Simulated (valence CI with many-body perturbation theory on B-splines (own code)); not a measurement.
**Level structure of Re XLIII**

Level of theory: configuration interaction combined with many-body perturbation theory (CI+MBPT): five valence electrons over a frozen Dirac-Fock core [Ar] 3d10, a basis of 9 s, 9 p, 8 d, 6 f, 3 g, 1 h functions for each j, with the one-electron correlation potential Σ1, the two-electron term Σ2, the three-electron term Σ3, Breit, model QED; selected CI, second order for the rest, scaled by the run's own slope (own B-spline code, finite nucleus).

No measured spectrum was set against this ion. As an estimate, large intervals hold to a few tenths of a per cent, small ones and those within an open d or f shell to about a per cent. Among the levels kept, up to 690 cm⁻¹ of a level comes from second order outside the variational space, and about a tenth of that is noise between levels of different J, which matters for small intervals.

Levels 1 to 35 of 35, with energies above the lowest level, (4s^2 4p1/2^2 4p3/2) J=3/2. "Leading %" is the weight of the configuration and term that name the level; weights of strongly mixed levels are sums over their largest components and can fall short, so below about 35 % the name and the second component can differ from the true leading terms, or belong to a minority configuration. In the jj column 3d3/2^4 stands for four electrons in 3d with j = 3/2. Lifetimes count E1, E2, E3, M1 and M2 decay at the calculated energies, and are blank where another channel may lead or the interval is too uncertain; long ones can be off by a factor of two.

| No. | Configuration | Term | J | E (cm⁻¹) | Leading % | Second component | Lifetime | Leading jj |
| --- | --- | --- | --- | --- | --- | --- | --- | --- |
| 1 | 4s2 4p3 | 2P° | 3/2 | 0 | 47 | 26 % 4s2 4p3 2D° |  | 4s^2 4p1/2^2 4p3/2 (99 %) |
| 2 | 4s2 4p3 | 4S° | 3/2 | 775160 | 54 | 44 % 4s2 4p3 2D° | 112 ns | 4s^2 4p1/2 4p3/2^2 (99 %) |
| 3 | 4s2 4p3 | 2D° | 5/2 | 820040 | 99 |  | 534 ns | 4s^2 4p1/2 4p3/2^2 (99 %) |
| 4 | 4s2 4p3 | 2P° | 1/2 | 876560 | 99 |  | 170 ns | 4s^2 4p1/2 4p3/2^2 (99 %) |
| 5 | 4s2 4p2 4d | 2D | 3/2 | 1269800 | 38 | 35 % 4s2 4p2 4d 4F | 72.9 ps | 4s^2 4p1/2^2 4d3/2 (97 %) |
| 6 | 4s2 4p2 4d | 2D | 5/2 | 1476100 | 23 | 16 % 4s2 4p2 4d 4D | 9.69 ps | 4s^2 4p1/2^2 4d5/2 (76 %) |
| 7 | 4s 4p4 | 4P | 5/2 | 1610700 | 55 | 20 % 4s 4p4 2D | 3.53 ps | 4s 4p1/2^2 4p3/2^2 (74 %) |
| 8 | 4s2 4p3 | 2P° | 3/2 | 1659800 | 52 | 28 % 4s2 4p3 2D° | 56.5 ns | 4s^2 4p3/2^3 (98 %) |
| 9 | 4s 4p4 | 2S | 1/2 | 1710400 | 57 | 30 % 4s 4p4 4P | 3.43 ps | 4s 4p1/2^2 4p3/2^2 (92 %) |
| 10 | 4s 4p4 | 2P | 3/2 | 1727000 | 39 | 34 % 4s 4p4 2D | 1.76 ps | 4s 4p1/2^2 4p3/2^2 (87 %) |
| 11 | 4s2 4p2 4d | 2F | 5/2 | 2040600 | 46 | 45 % 4s2 4p2 4d 4F | 100 ps | 4s^2 4p1/2 4p3/2 4d3/2 (98 %) |
| 12 | 4s2 4p2 4d | 4F | 3/2 | 2043200 | 37 | 27 % 4s2 4p2 4d 4D | 15.2 ps | 4s^2 4p1/2 4p3/2 4d3/2 (96 %) |
| 13 | 4s2 4p2 4d | 4D | 1/2 | 2045600 | 79 | 15 % 4s2 4p2 4d 2P | 93.9 ps | 4s^2 4p1/2 4p3/2 4d3/2 (98 %) |
| 14 | 4s2 4p2 4d | 2G | 7/2 | 2085700 | 48 | 27 % 4s2 4p2 4d 2F | 2.39 ns | 4s^2 4p1/2 4p3/2 4d3/2 (95 %) |
| 15 | 4s2 4p2 4d | 2D | 5/2 | 2204800 | 32 | 24 % 4s2 4p2 4d 4P | 615 fs | 4s^2 4p1/2 4p3/2 4d3/2 (84 %) |
| 16 | 4s2 4p2 4d | 4D | 7/2 | 2215300 | 48 | 36 % 4s2 4p2 4d 4F | 1.26 ns | 4s^2 4p1/2 4p3/2 4d5/2 (99 %) |
| 17 | 4s2 4p2 4d | 2D | 3/2 | 2215300 | 34 | 26 % 4s2 4p2 4d 2P | 477 fs | 4s^2 4p1/2 4p3/2 4d3/2 (88 %) |
| 18 | 4s2 4p2 4d | 2P | 1/2 | 2222600 | 37 | 36 % 4s2 4p2 4d 4P | 580 fs | 4s^2 4p1/2 4p3/2 4d3/2 (93 %) |
| 19 | 4s2 4p2 4d | 2P | 3/2 | 2231300 | 37 | 23 % 4s2 4p2 4d 4P | 21.2 ps | 4s^2 4p1/2 4p3/2 4d5/2 (77 %) |
| 20 | 4s2 4p2 4d | 2D | 5/2 | 2259400 | 32 | 24 % 4s2 4p2 4d 2F | 9.04 ps | 4s^2 4p1/2 4p3/2 4d5/2 (82 %) |
| 21 | 4s2 4p2 4d | 2G | 9/2 | 2265300 | 60 | 39 % 4s2 4p2 4d 4F | 4.91 μs | 4s^2 4p1/2 4p3/2 4d5/2 (99 %) |
| 22 | 4s2 4p2 4d | 2F | 7/2 | 2374000 | 53 | 23 % 4s2 4p2 4d 2G | 2.02 ps | 4s^2 4p1/2 4p3/2 4d5/2 (92 %) |
| 23 | 4s2 4p2 4d | 2D | 5/2 | 2375700 | 34 | 28 % 4s2 4p2 4d 4P | 1.17 ps | 4s^2 4p1/2 4p3/2 4d5/2 (86 %) |
| 24 | 4s2 4p2 4d | 2D | 3/2 | 2387400 | 54 | 17 % 4s2 4p2 4d 4D | 3.02 ps | 4s^2 4p1/2 4p3/2 4d5/2 (84 %) |
| 25 | 4s2 4p2 4d | 2P | 1/2 | 2396500 | 47 | 35 % 4s2 4p2 4d 2S | 2.31 ps | 4s^2 4p1/2 4p3/2 4d5/2 (86 %) |
| 26 | 4s 4p4 | 4P | 3/2 | 2453100 | 50 | 21 % 4s2 4p2 4d 2P | 1.53 ps | 4s 4p1/2 4p3/2^3 (66 %) |
| 27 | 4s 4p4 | 2D | 5/2 | 2508300 | 61 | 18 % 4s 4p4 4P | 1.56 ps | 4s 4p1/2 4p3/2^3 (78 %) |
| 28 | 4s 4p4 | 2P | 1/2 | 2590700 | 49 | 29 % 4s 4p4 4P | 831 fs | 4s 4p1/2 4p3/2^3 (78 %) |
| 29 | 4s 4p4 | 2P | 3/2 | 2592500 | 45 | 36 % 4s 4p4 2D | 921 fs | 4s 4p1/2 4p3/2^3 (85 %) |
| 30 | 4s 4p3 4d | 4D° | 5/2 | 2831600 | 25 | 21 % 4s 4p3 4d 4F° | 28.3 ps | 4s 4p1/2^2 4p3/2 4d3/2 (90 %) |
| 31 | 4s 4p3 4d | 6D° | 3/2 | 2841200 | 28 | 19 % 4s 4p3 4d 4D° | 15.5 ps | 4s 4p1/2^2 4p3/2 4d3/2 (95 %) |
| 32 | 4s 4p3 4d | 4P° | 1/2 | 2841900 | 44 | 34 % 4s 4p3 4d 6D° | 30.0 ps | 4s 4p1/2^2 4p3/2 4d3/2 (95 %) |
| 33 | 4s 4p3 4d | 4F° | 7/2 | 2857300 | 23 | 19 % 4s 4p3 4d 6D° | 56.5 ps | 4s 4p1/2^2 4p3/2 4d3/2 (81 %) |
| 34 | 4s2 4p2 4f | 4G° | 5/2 | 2881300 | 20 | 19 % 4s2 4p2 4f 2F° | 29.9 ps | 4s^2 4p1/2^2 4f5/2 (63 %) |
| 35 | 4s 4p3 4d | 2D° | 3/2 | 2942100 | 26 | 17 % 4s 4p3 4d 4F° | 3.51 ps | 4s 4p1/2^2 4p3/2 4d3/2 (81 %) |

The ionisation energy to 4s2 4p2 3P_0 of the next ion comes out as 2082.5 eV (NIST: 2080 ± 4 eV (theoretical)). All 35 levels together are meant to be complete up to 2954900 cm⁻¹.
